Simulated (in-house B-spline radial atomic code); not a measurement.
Successive ionisation energies of caesium; each step leads to the configuration of the next row (after the last: [Ar] 3d3/2(4) 3d5/2(4)). Dirac energy differences include first-order Breit, QED and recoil terms. NIST's values go from ground level to ground level; the uncertainty of those that are theory runs from under 0.1 % in few-electron ions to several per cent in heavy many-electron ones. Computed with a B-spline radial code for spherical atoms: Dirac-Hartree-Fock, jj configuration that fills j = l - 1/2 first, finite nuclei.

A number in brackets counts the electrons of a j subshell.

| ion | configuration | ionisation energy (eV) | tabulated value (eV) | tabulated kind | computed minus tabulated (eV) | highest orbital | largest mean radius (bohr) |
| --- | --- | --- | --- | --- | --- | --- | --- |
| Cs12+ | [Kr] 4d3/2(4) 4d5/2(3) | 289.9 | 289 | tabulated theory | 0.9 | 4d5/2 | 0.77414 |
| Cs13+ | [Kr] 4d3/2(4) 4d5/2(2) | 318.4 | 316 | tabulated theory | 2.4 | 4d5/2 | 0.76157 |
| Cs14+ | [Kr] 4d3/2(4) 4d5/2(1) | 347.6 | 352 | tabulated theory | -4.4 | 4d5/2 | 0.74958 |
| Cs15+ | [Kr] 4d3/2(4) | 381.8 | 382 | tabulated theory | -0.2 | 4d3/2 | 0.73143 |
| Cs16+ | [Kr] 4d3/2(3) | ? | ? | tabulated theory | ? | ? | ? |
| Cs17+ | [Kr] 4d3/2(2) | 443.9 | 445 | tabulated theory | -1.1 | 4d3/2 | 0.70976 |
| Cs18+ | [Kr] 4d3/2(1) | 476.0 | 476 | tabulated theory | 0.0 | 4d3/2 | 0.69975 |
| Cs19+ | [Ar] 3d10 4s2 4p6 | ? | ? | tabulated theory | ? | ? | ? |
| Cs20+ | [Ar] 3d10 4s2 4p1/2(2) 4p3/2(3) | 630.8 | 629 | tabulated theory | 1.8 | 4p3/2 | 0.66675 |
| Cs21+ | [Ar] 3d10 4s2 4p1/2(2) 4p3/2(2) | 665.3 | 666 | tabulated theory | -0.7 | 4p3/2 | 0.66034 |
| Cs22+ | [Ar] 3d10 4s2 4p1/2(2) 4p3/2(1) | 700.2 | 700 | tabulated theory | 0.2 | 4p3/2 | 0.65409 |
| Cs23+ | [Ar] 3d10 4s2 4p1/2(2) | 752.3 | 753 | tabulated theory | -0.7 | 4p1/2 | 0.63214 |
| Cs24+ | [Ar] 3d10 4s2 4p1/2(1) | 790.5 | 791 | tabulated theory | -0.5 | 4p1/2 | 0.62575 |
| Cs25+ | [Ar] 3d10 4s2 | 875.2 | 875 | tabulated theory | 0.2 | 4s1/2 | 0.61601 |
| Cs26+ | [Ar] 3d10 4s1 | 914.6 | 916.1 | semi-empirical | -1.5 | 4s1/2 | 0.61072 |
| Cs27+ | [Ar] 3d10 | ? | ? | tabulated theory | ? | ? | ? |
| Cs28+ | [Ar] 3d3/2(4) 3d5/2(5) | 1676.1 | 1672 | tabulated theory | 4.1 | 3d5/2 | 0.29078 |

Question: Fill in the row of Cs16+.

Answer: ionisation energy (eV): 412.5; tabulated value (eV): 413; computed minus tabulated (eV): -0.5; highest orbital: 4d3/2; largest mean radius (bohr): 0.72015.

Question: Fill in the row of Cs19+.

Answer: ionisation energy (eV): 596.8; tabulated value (eV): 597; computed minus tabulated (eV): -0.2; highest orbital: 4p3/2; largest mean radius (bohr): 0.67375.

Question: Fill in the row of Cs27+.

Answer: ionisation energy (eV): 1592.7; tabulated value (eV): 1592; computed minus tabulated (eV): 0.7; highest orbital: 3d5/2; largest mean radius (bohr): 0.29299.

Question: Where is the largest jump?

Answer: From Cs26+ to Cs27+, by a factor of 1.74 (914.61 to 1592.7 eV); the highest orbital goes from 4s1/2 to 3d5/2.
